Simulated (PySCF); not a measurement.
Si(AsH2)(F)2(H) (AsF2H3Si), SMILES F[SiH]([AsH2])F. Heavy atoms are numbered as in [SiH:1]([F:2])([F:3])[AsH2:4]. Hydrogens are named by the atom that carries them.

Coordinates come from a B3LYP-D3(BJ)/def2-SVP optimisation.

Computed with PBE0/def2-TZVP (PySCF).

ESP charges are fitted to the potential on shells at 1.4 to 2.0 van der Waals radii. Atomic charges (e), one atom of each kind:

```
atom        Mulliken  ESP fit  Löwdin
----------  --------  -------  ------
Si1 (SiH)       0.67     0.59   -0.11
F2             -0.31    -0.24   -0.01
As4 (AsH2)     -0.19    -0.09    0.16
H on Si1       -0.03    -0.09   -0.05
H on As4        0.08     0.03    0.01
```

**Question.** Give the Mayer and Wiberg (Löwdin basis) orders of the bonds. (The exact figures need the calculation; the answer reports its results.)

**Answer.** 
| bond | Mayer | Wiberg |
|---|---|---|
| Si1–F2 | 1.10 | 1.72 |
| Si1–F3 | 1.10 | 1.72 |
| Si1–As4 | 1.06 | 1.36 |
